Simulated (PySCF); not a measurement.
# Computed records: BClGeH$_{3}$

Computed with PySCF 2.14.0. Calculation on a computer-drawn molecule: optimised geometry and harmonic frequencies of an isolated molecule of the commonest isotopes, restricted reference for singlets and unrestricted otherwise, frozen core in MP2; on germanium a core potential holds 10 electrons, which the energies leave out, and 3d is frozen in MP2 and coupled-cluster steps.

Common to all runs: charge 0; multiplicity 2; basis cc-pV(D+d)Z; basis and core potential on germanium cc-pVDZ-PP ECP10MDF.

```json
{"entry": 1, "formula": "BClGeH3", "start_structure": {"atoms_angstrom": [["Cl", -1.0891, 0.8755, 0.0713], ["B", 0.5323, 0.201, 0.2455], ["Ge", 0.8029, -1.7103, 0.888], ["H", 1.4539, 0.9311, 0.0472], ["H", -0.3451, -2.7122, 0.8056], ["H", 2.1587, -2.3758, 0.6606]]}, "given": {"method": "MP2", "drawn_bonds_atom": [1, 2, 2, 3, 3], "drawn_bonds_other_atom": [2, 3, 4, 5, 6], "drawn_bonds_order": [1, 1, 1, 1, 1]}, "results": {"optimised_atom_element": ["Cl", "B", "Ge", "H", "H", "H"], "optimised_atom_x [angstrom]": [-1.094, 0.5237, 0.7923, 1.466, -0.3483, 2.174], "optimised_atom_y [angstrom]": [0.8868, 0.2111, -1.731, 0.9386, -2.722, -2.374], "optimised_atom_z [angstrom]": [0.112, 0.2352, 0.652, 0.06411, 0.8839, 0.771], "modes_frequency [cm^-1]": [168.7, 223.1, 282.8, 441.4, 632.0, 699.9, 859.4, 886.4, 1077, 2211, 2226, 2696], "modes_reduced_mass [dalton]": [5.669, 1.093, 1.189, 1.448, 3.106, 1.329, 2.121, 1.179, 1.515, 1.016, 1.025, 1.094], "rotational_constants [GHz]": [32.59, 1.887, 1.784], "total_energy [hartree]": -779.6130, "spin_squared": 0.7613, "convergence_status_largest_gradient_component [hartree/bohr]": 1.783e-05}}
{"entry": 2, "formula": "BClGeH3", "start_structure": {"atoms_angstrom": [["Cl", -0.9998, 2.5699, 2.343], ["B", -0.0139, 1.8442, 1.2468], ["Ge", 0.2688, -0.0983, 1.0234], ["H", -0.0397, -0.5893, -0.3635], ["H", -0.4599, -1.161, 1.8878], ["H", 1.7276, -0.4535, 1.1019]]}, "given": {"method": "HF", "drawn_bonds_atom": [1, 2, 3, 3, 3], "drawn_bonds_other_atom": [2, 3, 4, 5, 6], "drawn_bonds_order": [1, 1, 1, 1, 1]}, "results": {"spin_squared": null, "rotational_constants [GHz]": null, "total_energy [hartree]": null}}
```

Q: BClGeH$_{3}$ (entry 2): spin squared?
A: 0.7572

Q: BClGeH$_{3}$ (entry 2): rotational constants?
A: 39.84, 1.68, 1.645 GHz

Q: Estimate the total energy of BClGeH$_{3}$ (entry 2).
A: -779.2777 hartree

Q: Give the table of modes values for BClGeH$_{3}$ (entry 2).
A: 
Modes:
```tsv
frequency (cm⁻¹)	reduced mass (dalton)
43.41	1.546
164.1	7.762
442	2.81
530.7	1.154
619.3	1.697
896.5	1.05
951.9	1.569
963.2	1.019
972.5	2.284
2208	1.023
2218	1.024
2231	1.013
```

Further results for BClGeH$_{3}$ (entry 2):

```
convergence status largest gradient component : 1.055e-05 hartree/bohr
```

Optimised structure:
```xyz
6
BClGeH3
Cl    -1.0557     2.6178     2.3997
B     -0.0226     1.8335     1.2401
Ge     0.3128    -0.2062     0.9685
H     -0.0850    -0.5740    -0.4642
H     -0.4763    -1.0816     1.9498
H      1.8098    -0.4775     1.1455
```
